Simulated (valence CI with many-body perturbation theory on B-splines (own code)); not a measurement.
Ho16+: M1 decay

Computed by valence CI with perturbative core correlation (CI+MBPT): five valence electrons over a frozen Dirac-Fock core [Kr] 4d10, a basis of 7 s, 7 p, 7 d, 7 f, 4 g, 2 h functions for each j, with the one-electron correlation potential Σ1 (screened to all orders), the two-electron term Σ2, the three-electron term Σ3, Breit, model QED; selected single and double excitations, second order for the rest, scaled by the run's own slope (own B-spline code, finite nucleus).

No measured levels were compared; by estimate terms of the open shell hold to a few per cent of their energy, and close levels can change places. Core correlation moves these levels by up to 2800 cm⁻¹, and in measured spectra 5 to 20 % of such shifts remained as error; rates that hang on mixing are uncertain with them. Among the levels kept, up to 1100 cm⁻¹ of a level comes from second order outside the variational space, and about a tenth of that is noise between levels of different J, which matters for small intervals. Only levels of the ground parity were solved; by the run's estimate the other parity begins above the list, which can be wrong where configurations are misplaced.

Lines 51 to 100 of 120 in falling wavelength, among levels below 7.175 eV, chosen from the decays that carry over 1 % of a level's rate. Wavelengths and rates use the calculated energies, so an error of 2000 cm⁻¹ moves a line at 7297 Å by 15 % and its rate by three times that or more. S is in atomic units (e²a₀⁴ for E2 and M2, e²a₀⁶ for E3), for M1 in squared Bohr magnetons. Weak lines are less certain than strong ones. Lines between different terms over intervals too small for the method are left out, as are lines whose strength nearly cancels. Where a level lies close to another of its J and parity, the split of strength between their lines is uncertain.

Names give the largest LS component (configuration and term), which can be under half, so a name can repeat, a term be missing and a line seem to break the LS rules; names also repeat where a configuration has a term twice. Letters in brackets count levels of one name in rising energy.

| λ vac (Å) | Upper | Lower | Type | A (s⁻¹) | S (a.u.) |
| --- | --- | --- | --- | --- | --- |
| 7297 | 4f5 6F°_7/2 | 4f5 6H°_7/2 | M1 | 8.40e-01 | 9.68e-02 |
| 7235 | 4f5 4G°_5/2 [a] | 4f5 6F°_7/2 | M1 | 4.10e+00 | 3.46e-01 |
| 7221 | 4f5 6F°_11/2 | 4f5 6H°_11/2 | M1 | 5.26e-02 | 8.80e-03 |
| 6995 | 4f5 6F°_5/2 | 4f5 6H°_5/2 | M1 | 1.80e+00 | 1.37e-01 |
| 6186 | 4f5 6P°_3/2 | 4f5 4G°_5/2 [a] | M1 | 2.27e+00 | 7.99e-02 |
| 6118 | 4f5 4G°_5/2 [a] | 4f5 6F°_5/2 | M1 | 1.15e+01 | 5.86e-01 |
| 6011 | 4f5 4G°_7/2 [a] | 4f5 6F°_9/2 | M1 | 5.82e+00 | 3.75e-01 |
| 5770 | 4f5 4G°_5/2 [a] | 4f5 6F°_3/2 | M1 | 1.80e+01 | 7.68e-01 |
| 5539 | 4f5 4M°_15/2 | 4f5 6H°_15/2 | M1 | 6.84e+00 | 6.90e-01 |
| 5504 | 4f5 4F°_7/2 | 4f5 4G°_5/2 [a] | M1 | 2.05e+00 | 1.01e-01 |
| 5164 | 4f5 4F°_3/2 | 4f5 6F°_5/2 | M1 | 1.01e+00 | 2.06e-02 |
| 5133 | 4f5 4G°_9/2 | 4f5 6F°_11/2 | M1 | 5.21e+00 | 2.61e-01 |
| 5013 | 4f5 4G°_7/2 [a] | 4f5 6F°_7/2 | M1 | 1.02e+01 | 3.80e-01 |
| 4914 | 4f5 4F°_3/2 | 4f5 6F°_3/2 | M1 | 1.59e+01 | 2.81e-01 |
| 4831 | 4f5 4F°_3/2 | 4f5 6F°_1/2 | M1 | 3.98e+01 | 6.65e-01 |
| 4692 | 4f5 4M°_15/2 | 4f5 6H°_13/2 | M1 | 1.77e+00 | 1.09e-01 |
| 4641 | 4f5 4K°_13/2 [a] | 4f5 6H°_15/2 | M1 | 5.07e-01 | 2.63e-02 |
| 4450 | 4f5 4G°_7/2 [a] | 4f5 6F°_5/2 | M1 | 2.82e+00 | 7.36e-02 |
| 4324 | 4f5 4G°_9/2 | 4f5 6F°_9/2 | M1 | 2.78e+00 | 8.32e-02 |
| 4263 | 4f5 4M°_17/2 | 4f5 6H°_15/2 | M1 | 4.74e-01 | 2.45e-02 |
| 4085 | 4f5 4I°_11/2 | 4f5 6H°_13/2 | M1 | 6.18e-01 | 1.87e-02 |
| 4039 | 4f5 4G°_5/2 [b] | 4f5 6F°_7/2 | M1 | 2.84e+01 | 4.16e-01 |
| 4031 | 4f5 4K°_13/2 [a] | 4f5 6H°_13/2 | M1 | 2.47e+01 | 8.40e-01 |
| 3987 | 4f5 4G°_11/2 [a] | 4f5 6F°_11/2 | M1 | 2.51e+00 | 7.09e-02 |
| 3864 | 4f5 4I°_15/2 | 4f5 6H°_15/2 | M1 | 3.58e+01 | 1.23e+00 |
| 3697 | 4f5 4F°_5/2 | 4f5 6F°_7/2 | M1 | 6.82e-01 | 7.67e-03 |
| 3687 | 4f5 4I°_9/2 | 4f5 6H°_11/2 | M1 | 5.41e-01 | 1.01e-02 |
| 3665 | 4f5 4G°_5/2 [b] | 4f5 6F°_5/2 | M1 | 2.52e+00 | 2.76e-02 |
| 3633 | 4f5 4G°_5/2 [a] | 4f5 6H°_7/2 | M1 | 3.76e+01 | 4.01e-01 |
| 3586 | 4f5 4I°_11/2 | 4f5 6H°_11/2 | M1 | 2.43e+01 | 4.98e-01 |
| 3545 | 4f5 4K°_13/2 [a] | 4f5 6H°_11/2 | M1 | 1.57e+01 | 3.63e-01 |
| 3537 | 4f5 4G°_5/2 [b] | 4f5 6F°_3/2 | M1 | 8.78e+00 | 8.64e-02 |
| 3487 | 4f5 4F°_7/2 | 4f5 6F°_9/2 | M1 | 4.17e+01 | 5.25e-01 |
| 3481 | 4f5 4G°_11/2 [a] | 4f5 6F°_9/2 | M1 | 3.85e+00 | 7.23e-02 |
| 3431 | 4f5 4I°_15/2 | 4f5 6H°_13/2 | M1 | 1.00e+01 | 2.40e-01 |
| 3425 | 4f5 4L°_13/2 | 4f5 6H°_15/2 | M1 | 5.96e-01 | 1.24e-02 |
| 3382 | 4f5 4F°_5/2 | 4f5 6F°_5/2 | M1 | 9.78e+00 | 8.41e-02 |
| 3302 | 4f5 4G°_7/2 [a] | 4f5 6H°_9/2 | M1 | 5.02e+01 | 5.36e-01 |
| 3280 | 4f5 4L°_15/2 | 4f5 6H°_15/2 | M1 | 1.52e+01 | 3.18e-01 |
| 3272 | 4f5 4I°_9/2 | 4f5 6H°_9/2 | M1 | 1.52e+01 | 1.97e-01 |
| 3264 | 4f5 4G°_5/2 [a] | 4f5 6H°_5/2 | M1 | 4.44e+01 | 3.43e-01 |
| 3192 | 4f5 4I°_11/2 | 4f5 6H°_9/2 | M1 | 2.93e+01 | 4.24e-01 |
| 3081 | 4f5 4L°_13/2 | 4f5 6H°_13/2 | M1 | 2.08e+01 | 3.15e-01 |
| 3076 | 4f5 6P°_3/2 | 4f5 6F°_5/2 | M1 | 7.17e+00 | 3.09e-02 |
| 3000 | 4f5 4L°_17/2 | 4f5 6H°_15/2 | M1 | 1.49e+00 | 2.68e-02 |
| 3000 | 4f5 4G°_9/2 | 4f5 6H°_11/2 | M1 | 3.73e+01 | 3.73e-01 |
| 2986 | 4f5 6P°_3/2 | 4f5 6F°_3/2 | M1 | 6.99e+00 | 2.76e-02 |
| 2976 | 4f5 4D°_1/2 | 4f5 6F°_3/2 | M1 | 5.94e+01 | 1.16e-01 |
| 2972 | 4f5 4G°_7/2 [a] | 4f5 6H°_7/2 | M1 | 1.91e+01 | 1.49e-01 |
| 2971 | 4f5 4F°_3/2 | 4f5 6H°_5/2 | M1 | 3.13e+00 | 1.22e-02 |
